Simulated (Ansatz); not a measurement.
GeCl2H2 (GeH₂Cl₂), relaxed as a singlet with RKS r2SCAN-D4/def2-TZVP in Ansatz, starting from the GFN2-xTB geometry. Force threshold 0.02 eV/Å.

Start:

```xyz
5

Ge   -0.1472    0.0002   -0.0209
Cl    0.9866   -1.5860    0.7504
Cl    1.1535    1.5887   -0.4517
H    -1.1578    0.4428    1.0151
H    -0.8352   -0.4457   -1.2928
```

Problem. Estimate the energy that the relaxation releases and the steps that it takes.

Solution. 1.1 kcal/mol, in 3 steps; 7 s on 4 threads of Intel Xeon on a shared host. No frequencies were taken in this run, so the end may be a saddle point.

Problem. Does the start keep its bonding and symmetry?

Solution. By distances, no bond broke or formed. The bond that changes most is Ge1–Cl2, from 2.10 to 2.14 Å (atoms count from 1). Point group C2v at the start, C2v at the end, both within 0.05 Å.

Problem. Predict the relaxed structure.

Solution. 
```tsv
atom	x (Å)	y (Å)	z (Å)
Ge1	-0.176	0.000	-0.025
Cl2	0.983	-1.620	0.762
Cl3	1.152	1.622	-0.465
H4	-1.147	0.460	1.059
H5	-0.812	-0.462	-1.333
```
Bond lengths: 2 × Cl–Ge 2.14 Å; 2 × Ge–H 1.53 Å.
